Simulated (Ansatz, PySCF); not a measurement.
This singlet lies 2.59 eV below the relaxed triplet at the level frozen-core CCSD(T)/cc-pVTZ // B3LYP-D3(BJ)/def2-TZVP (Ansatz, an electronic-structure program).

B3LYP has the VWN-RPA correlation part, as in Gaussian. 

# Cl$_{2}$Ge, SMILES `[Cl][Ge][Cl]` (lower singlet) (charge 0, multiplicity 1)

Computed with PySCF with B3LYP-D3(BJ)/def2-TZVP.

The HOMO comes out as -7.97 eV and the dipole moment comes out as 2.20 D. The HOMO–LUMO gap is 4.62 eV and the LUMO is -3.35 eV. The total energy is -2997.6041 Ha. The cost comes out as very roughly 27 core-seconds.

Bonds (Å): Cl1–Ge2 2.204, Ge2–Cl3 2.204. Angles (°): Cl1–Ge2–Cl3 100.4.
Charge 0, spin multiplicity 1.
